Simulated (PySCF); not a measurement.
BH5N, SMILES B[NH3+], charge +1.

Geometry optimised at PBE0-D3(BJ)/def2-TZVP. The isomer is the one that the SMILES or the coordinates give; other isomers of the formula were not compared.

Method: PySCF with r2SCAN/def2-TZVPD.

Symmetry labels are those of the subgroup Cs that the program uses (full group Cs).

Computed valence orbital energies around the gap with their symmetry:
```tsv
orbital	symmetry	energy (eV)
HOMO−7	A'	-394.54
HOMO−6	A'	-188.04
HOMO−5	A'	-32.09
HOMO−4	A"	-21.00
HOMO−3	A'	-20.93
HOMO−2	A'	-20.72
HOMO−1	A'	-16.67
HOMO	A"	-15.04
LUMO	A'	-8.48
LUMO+1	A'	-5.50
LUMO+2	A'	-3.69
LUMO+3	A"	-3.59
```
